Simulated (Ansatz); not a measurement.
The first iterations of a band of CH6Sn + FH (10 atoms, charge 0, multiplicity 1).

All numbers below come from Ansatz, RHF/def2-SVP.

```json
{
 "movable images": "9",
 "climbing image": "yes",
 "spring": "5.0 eV/Å²",
 "optimiser": "quadratic models (default)",
 "start path": "through a guess of the saddle point",
 "force threshold": "0.03 eV/Å",
 "iteration limit": "60",
 "end points": "relaxed"
}
```

Initial state:

```xyz
10
Properties=species:S:1:pos:R:3
Sn -0.141 -0.182 0.198
C -0.340 -0.319 2.342
H -1.389 -0.429 2.620
H 0.214 -1.179 2.722
H 0.055 0.589 2.796
H 1.504 0.103 -0.220
H -1.088 1.094 -0.435
H -0.618 -1.650 -0.551
F 1.540 2.610 1.490
H 2.174 2.242 0.963
```

Final state:

```xyz
10
Properties=species:S:1:pos:R:3
Sn 0.409 0.380 -1.504
C -0.065 0.173 3.775
H -1.152 0.261 3.777
H 0.214 -0.839 4.071
H 0.355 0.884 4.488
H 1.632 0.988 -2.519
H -1.068 1.209 -1.655
H 0.247 -1.311 -1.579
F 1.018 0.752 0.292
H 0.321 0.383 2.778
```

| iteration | highest image above the first end (eV) | largest band force component (eV/Å) |
| --- | --- | --- |
| 1 | 15.787 | 126.210 |
| 2 | 2.494 | 3.073 |
| 3 | 2.441 | 2.674 |
| 4 | 2.404 | 13.526 |
| 5 | 2.233 | 1.314 |
| 6 | 1.699 | 1.906 |
| 7 | 1.792 | 1.459 |
| 8 | 1.995 | 0.853 |
| 9 | 2.068 | 0.827 |
| 10 | 2.044 | 1.233 |
| 11 | 1.914 | 1.320 |

Does the band converge within its limit, and where does its top end?

The forces met the threshold. It ended after 35 iterations with the highest image 1.931 eV above the first end. Neighbouring images differ by up to 1.9 eV, so the band resolves the path poorly. A vibrational analysis at the climbing image gives one clearly imaginary mode, 1681i cm⁻¹: a first-order saddle point. The orbitals stay closed-shell, which can raise the energy where a bond breaks towards radicals; this wasn't checked here.

Run time: 10 min on 1 thread of Arm Neoverse V2, on a shared host, peak memory 0.17 GiB.
